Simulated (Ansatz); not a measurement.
Born–Oppenheimer molecular dynamics of AlCl3FH4N (10 atoms, charge 0, multiplicity 1). It starts from a rough guess of a transition structure, not a stationary point.

Theory: UKS revPBE/STO-3G (Ansatz).

| Quantity | Value |
| --- | --- |
| ensemble | NVE (velocity Verlet) |
| time step | 0.5 fs |
| steps asked | 150 |
| starting velocities drawn for | 300 K |
| seed | 409022 |

First frame:

```xyz
10
Properties=species:S:1:pos:R:3
Al -1.218 0.215 -1.588
Cl -0.707 -1.912 -0.178
Cl -0.456 -0.193 -3.409
Cl -2.902 0.941 -0.742
H 0.778 0.800 0.415
F 0.294 1.287 -0.577
H 0.364 -1.028 0.896
N 1.084 -0.033 1.411
H 2.053 -0.303 1.464
H 0.711 0.226 2.308
```

Task: How far do the bonds stretch over the last three quarters of this one trajectory? (Pairs bonded in most of those frames.)

Result: 
| bond | mean (Å) | spread (Å) | shortest | longest |
| --- | --- | --- | --- | --- |
| Al1–Cl2 | 2.207 | 0.155 | 1.96 | 2.40 |
| Al1–Cl3 | 2.108 | 0.103 | 1.95 | 2.25 |
| Al1–Cl4 | 2.108 | 0.108 | 1.94 | 2.25 |
| Al1–F6 | 1.786 | 0.182 | 1.53 | 2.05 |
| H7–N8 | 1.118 | 0.095 | 0.96 | 1.27 |
| N8–H9 | 1.071 | 0.059 | 0.96 | 1.16 |
| N8–H10 | 1.064 | 0.028 | 1.00 | 1.13 |

Pairs bonded in part of these frames only: Cl2–H7 6 %, H5–F6 17 %, H5–N8 43 %.

Mean temperature of the second half: 1449 K. The conserved energy stayed within 1.2 meV per atom of its start (net change -0.44 meV per atom), so the integration is sound. The kinetic energy rose, since the run started high on the potential surface and went downhill. It ends in pieces (AlCl3F + H4N), so much of that is their flight and rotation, not heat. A run of 0.075 ps of so small a system gives no equilibrium averages. The orbitals were unrestricted but ended closed-shell. Limits of this set-up: minimal basis.

Time of the run: 9.1 min on 1 thread of Arm Neoverse V2 (shared host), peak memory 0.13 GiB.
